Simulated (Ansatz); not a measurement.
A run for Ansatz (a quantum-chemistry and plane-wave program): R-CCSD(T)/def2-TZVPP on CNiO (SMILES [O+]#[C-]->[Ni]), 2S+1 = 1, a spin state set in the input, which need not be the lowest.

Ansatz 0.2 input:
```yaml
crystal:
  periodic: [false, false, false]
  atoms:
    - {symbol: Ni, position_ang: [-0.96423204, -0.76838680, -0.88054317]}
    - {symbol: O, position_ang: [0.82980020, 0.70705621, 0.73253665]}
    - {symbol: C, position_ang: [0.10136311, 0.10870219, 0.07768689]}
basis:
  gaussian:
    orbitals: def2-TZVPP
magnetization: {spin_polarized: false}
correlation: {method: ccsd_t, electrons: valence}
```

Output:

```
WARN ansatz: RAYON_NUM_THREADS=1 ignored (pool sized by the plan → 1); use --threads N
Functional definition: HF
integrals: 0.21 GiB planned
860 factors; integrals over basis functions are off by at most 1.1e-3 eV
mean field: 0.40 GiB planned
mean field evaluation 1: about -44054.1252 eV, gradient 1.2e2 eV
mean field evaluation 2: about -44054.3228 eV, gradient 1.2e2 eV
mean field evaluation 4: about -44067.1265 eV, gradient 2.0e1 eV
mean field evaluation 8: about -44067.9657 eV, gradient 1.3e0 eV
mean field evaluation 16: about -44068.0045 eV, gradient 3.5e-6 eV
mean field evaluation 32: about -44058.9083 eV, gradient 3.6e1 eV
mean field evaluation 64: about -44068.0045 eV, gradient 2.5e-6 eV
mean field evaluation 96: about -44063.9583 eV, gradient 2.3e-2 eV
mean field evaluation 128: about -44062.7358 eV, gradient 2.1e1 eV
mean field evaluation 160: about -44063.0962 eV, gradient 9.3e-1 eV
mean field evaluation 192: about -44063.1363 eV, gradient 3.2e-3 eV
mean field evaluation 224: about -44061.4387 eV, gradient 9.9e-2 eV
mean field evaluation 256: about -44059.4452 eV, gradient 2.5e1 eV
mean field evaluation 288: about -44057.1203 eV, gradient 4.7e1 eV
mean field evaluation 320: about -44062.2860 eV, gradient 1.2e0 eV
mean field evaluation 352: about -44053.4508 eV, gradient 4.5e0 eV
mean field -44068.00453541 eV, -1619.4692963099 hartree, gradient 2.5e-6 eV, S^2 0.000000; 1 other end points of the search recorded, 0 dependent functions left out; unrestricted orbitals would lower it
mean field evaluation 384: about -44069.6219 eV, gradient 2.6e-1 eV
unrestricted determinant -44069.62830677 eV, -1619.5289688067 hartree, S^2 0.9547
7 core orbitals not correlated
reference -44068.00453541 eV, -1619.4692963099 hartree; 14, 14 occupied and 105, 105 virtual orbitals, 860 factors
second order -38.09627336 eV of doubles, -0.00000000 eV of singles
coupled cluster: 0.52 GiB planned
cycle   1  -26.14344746 eV  change     1.2e1 eV  update   5.6e-1
cycle   2  -30.91737728 eV  change    -4.8e0 eV  update   8.6e-1
cycle   3  -31.94813749 eV  change    -1.0e0 eV  update   1.1e-1
cycle   4  -31.97941949 eV  change   -3.1e-2 eV  update   7.2e-2
cycle   5  -31.86962803 eV  change    1.1e-1 eV  update   3.7e-2
cycle   6  -31.88220546 eV  change   -1.3e-2 eV  update   1.4e-2
cycle   7  -31.91213148 eV  change   -3.0e-2 eV  update   1.3e-2
cycle   8  -31.89574828 eV  change    1.6e-2 eV  update   9.9e-3
cycle   9  -31.87221843 eV  change    2.4e-2 eV  update   6.3e-3
cycle  10  -31.88483965 eV  change   -1.3e-2 eV  update   4.8e-3
cycle  11  -31.89560993 eV  change   -1.1e-2 eV  update   3.0e-3
cycle  12  -31.88974216 eV  change    5.9e-3 eV  update   1.5e-3
cycle  13  -31.88922529 eV  change    5.2e-4 eV  update   7.3e-4
cycle  14  -31.89014121 eV  change   -9.2e-4 eV  update   3.5e-4
cycle  15  -31.89030711 eV  change   -1.7e-4 eV  update   1.6e-4
cycle  16  -31.88999793 eV  change    3.1e-4 eV  update   6.8e-5
cycle  17  -31.89015185 eV  change   -1.5e-4 eV  update   4.8e-5
cycle  18  -31.89018729 eV  change   -3.5e-5 eV  update   1.3e-5
cycle  19  -31.89015650 eV  change    3.1e-5 eV  update   5.1e-6
coupled cluster: 0.53 GiB planned
perturbative correction -1.81113036 eV, -0.0665578132 hartree
Total energy: -44101.70582227 eV, -1620.7077957584 hartree
```

The calculation finished and met its thresholds.

Cost: around 17 core-seconds (rough).
